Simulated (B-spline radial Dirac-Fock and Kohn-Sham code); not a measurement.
# What relativity does to the binding energies of Ho⁵⁸⁺

System: the Ho⁵⁸⁺ ion, configuration [He] 2s2 2p5.

Both columns are ΔSCF binding energies of the configuration average from an atomic code on a B-spline grid: non-relativistic Hartree-Fock with a point nucleus, and Dirac-Fock with a finite nucleus and the Coulomb interaction alone, averaged over the two j levels with weights 2j+1.

```
shell  Hartree-Fock (eV)  Dirac-Fock (eV)  shift (eV)  shift (%)
   1s            57199.8          61004.4    +3804.61      +6.65
   2s            13000.1          14090.4    +1090.28      +8.39
   2p            12697.9          13120.7     +422.85      +3.33
```

Relativity binds 1s, 2s, 2p more strongly, among those listed most of all 2s in relative terms.

Values without a named source are computed, but for edge energies of neutral atoms, which are taken from tables.
